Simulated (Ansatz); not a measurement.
A run of Ansatz (development build ahead of 0.2.0) on triplet CoHO at this shape:

```xyz
3

Co    0.0000    0.0000    0.0000
O     0.0000    0.0000    1.7400
H     0.0000    0.0000    2.7000
```

Its results:

```json
{
 "Converged": "yes",
 "Total energy": "-1458.63182 hartree",
 "Spin squared of the determinant": "2.166",
 "Stability test": "minimum"
}
```

Problem. Which input gives this output? Name the method, the orbitals and the basis set, and write the input.

Solution. ωB97X (unrestricted) in pcseg-2.

```yaml
crystal:
  periodic: [false, false, false]
  atoms:
    - { symbol: Co, position_ang: [0.0, 0.0, 0.0] }
    - { symbol: O, position_ang: [0.0, 0.0, 1.74] }
    - { symbol: H, position_ang: [0.0, 0.0, 2.7] }
basis:
  gaussian: { orbitals: pcseg-2 }
magnetization:
  spin_polarized: true
  initial_magnetization: 2
hamiltonian:
  xc: { name: wB97X }
```

Caution: other spin multiplicities were not run; the unrestricted determinant is spin contaminated.
